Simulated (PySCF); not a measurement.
Sn(F)2(Br)(Vi), SMILES [Sn]([F])([CH]=C)([F])[Br] at its PBE0/def2-SVP optimised geometry (Å):

```
9

C     -0.3565    -2.3515    -2.5964
C     -1.3156    -1.9397    -1.7656
Sn    -0.7419    -0.9374     0.0000
F      1.1881    -0.9374     0.0000
F     -1.1881     0.9374     0.0000
Br    -1.5119    -1.8113     2.1680
H      0.7064    -2.1877    -2.3907
H     -0.6038    -2.8742    -3.5280
H     -2.3791    -2.1053    -1.9630
```

Level of theory: PBE0/def2-TZVP, def2 effective core potentials past Kr (PySCF). The core electrons that the potentials of Sn replace are not part of the density. Cells within 0.4 Å of a nucleus heavier than hydrogen are left out (blank, or x).

Map of the deformation density (molecule minus spherical neutral atoms) (e/bohr³) on the plane z = 0.0 Å:

```
|4444444444444444444444444444444|
|4444444444444444444444444444444|
|4444444444444444444444444444444|
|4444444444444444444444444444444|
|4444444444444444444444444444444|
|4444444444444444444444444444444|
|4444444444444444444444444444444|
|4444444444444444444444444444444|
|4444444443344444444444444444444|
|4444444443455544444444444444444|
|444444456xxx7544444444444444444|
|444444569xxx8654444444444444444|
|444444568xxx7644444444444444444|
|4444444576477543334444444444444|
|4444444567886433334444444444444|
|4444433445554322344454444444444|
|4444333333322222345665444444444|
|4443333233355322467797544444444|
|44433332343xxx32577xxx544444444|
|44433333340xxx52585xxx434444444|
|44433333342xxx32577xxx544444444|
|4443333333332333467797544444444|
|4444333333334433345665544444444|
|4444333333333322344555444444444|
|4444333333333333334444444444444|
|4444433333333333334444444444444|
|4444443333333333334444444444444|
|4444444433333333344444444444444|
|4444444444443344444444444444444|
|4444444444444444444444444444444|
|4444444444444444444444444444444|
```
Scale: ten equal steps from -0.027 (start of '0') to 0.035 (end of '9'), in the order '0123456789'; x runs from -3.50 to 3.50, y from -3.50 (bottom) to 3.50 (top).
